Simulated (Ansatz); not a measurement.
Li6H7⁻, relaxed as a singlet with RKS PBE0-D4/def2-TZVPD in Ansatz, starting from the GFN2-xTB geometry. Force threshold 0.02 eV/Å.

Another isomer (singlet) lies 0.39 eV lower at PBE0-D4/def2-TZVPD; other spin states weren't run for this one.

Start:

```xyz
13

Li    1.4976   -0.9780    1.2535
Li   -0.5635    1.7023   -0.9810
Li   -1.0379    1.1642    1.5224
Li    0.1255   -0.4110   -1.9903
Li   -1.3542   -1.6690   -0.2516
Li    1.7215    0.8538   -0.5981
H     1.0942    1.4157    0.5680
H    -1.5298    0.6221   -0.8090
H    -2.3709   -2.6485   -0.1862
H     0.7403    1.3776   -2.2854
H    -1.5181    1.6224    2.7647
H     2.2485   -1.8726    2.0510
H     0.9466   -1.1788   -1.0579
```

**Question.** Estimate the energy that the relaxation releases and the steps that it takes.

**Answer.** 410.3 kJ/mol, in 30 steps; 52 s on 4 threads of Arm Neoverse V2 on a shared host. No frequencies were taken in this run, so the end may be a saddle point.

**Question.** Does the start keep its bonding?

**Answer.** Bonds lost: Li1–Li6 (atoms count from 1). Bonds formed: Li2–H7, Li4–H9, Li5–H8, Li5–H11, Li6–H10, Li6–H13 (atoms count from 1). Metal–metal contacts that move far: Li3–Li4 4.02 to 2.83 Å, Li3–Li6 3.49 to 2.56 Å, Li3–Li5 3.36 to 2.48 Å, Li1–Li3 3.33 to 2.66 Å.

**Question.** Predict the relaxed structure.

**Answer.** 
```xyz
13

Li    0.8314   -1.4505    1.5795
Li   -0.5560    1.9242   -1.3522
Li   -0.1242    0.9483    0.9268
Li   -0.3415   -0.6722   -1.3810
Li   -1.8209   -0.8095    0.5302
Li    1.5981    0.9898   -0.9606
H     0.7259    2.3716   -0.1330
H    -1.5247    0.8239   -0.3755
H    -1.4703   -1.9241   -0.7873
H     0.4513    0.8244   -2.3916
H    -0.7940   -0.4018    1.9623
H     2.0816   -2.2992    2.3941
H     0.9433   -0.3250   -0.0117
```
Bond lengths (bridged metal pairs left out): 7 × Li–Li 2.52 to 2.92 Å; 12 × H–Li 1.72 to 1.89 Å.
